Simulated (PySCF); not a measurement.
## Correlation energy of Eu⁺ (europium, charge +1)

[Xe] 4f6 6s1 6p1, one real determinant (an excited configuration). All numbers are calculated (PySCF 2.14, scalar relativity by spin-free X2C-1e, in ANO-RCC-VTZP (8s7p5d3f2g1h, 104 functions)). Frozen: [Ar] 3d10; 34 electrons correlated.

MP2 pair energies summed by pair of shells (mhartree):

```tsv
pair	energy	share (%)
4d-4f	-195.53	18.2
4f-5p	-139.46	13.0
4d-4d	-137.57	12.8
5p-5p	-127.40	11.9
4d-5p	-95.34	8.9
4f-4f	-90.01	8.4
4p-4d	-53.63	5.0
5s-5p	-35.50	3.3
4p-4f	-34.38	3.2
4f-5s	-29.66	2.8
4d-5s	-26.72	2.5
5p-6s	-17.19	1.6
4p-4p	-14.79	1.4
5p-6p	-10.08	0.9
4p-5p	-9.67	0.9
4s-4d	-8.68	0.8
5s-5s	-6.24	0.6
4s-4f	-6.15	0.6
4s-4p	-6.15	0.6
4f-6p	-5.40	0.5
4f-6s	-5.38	0.5
4p-5s	-4.68	0.4
4d-6p	-2.96	0.3
4d-6s	-2.95	0.3
6s-6p	-1.66	0.2
5s-6s	-1.39	0.1
5s-6p	-1.15	0.1
4s-5p	-1.13	0.1
4s-4s	-1.13	0.1
4s-5s	-0.41	0.0
```

Total MP2 correlation energy: -1073.1 mhartree.

Same-spin part -435.56 and opposite-spin part -637.51 mhartree; SCS-MP2 scales them by 1/3 and 6/5 to -910.20 mhartree.

The basis was made for the ground configuration and has no added diffuse functions, which can raise the energy of the promoted electron.

The reference is one real determinant that mixes LS terms of this configuration.
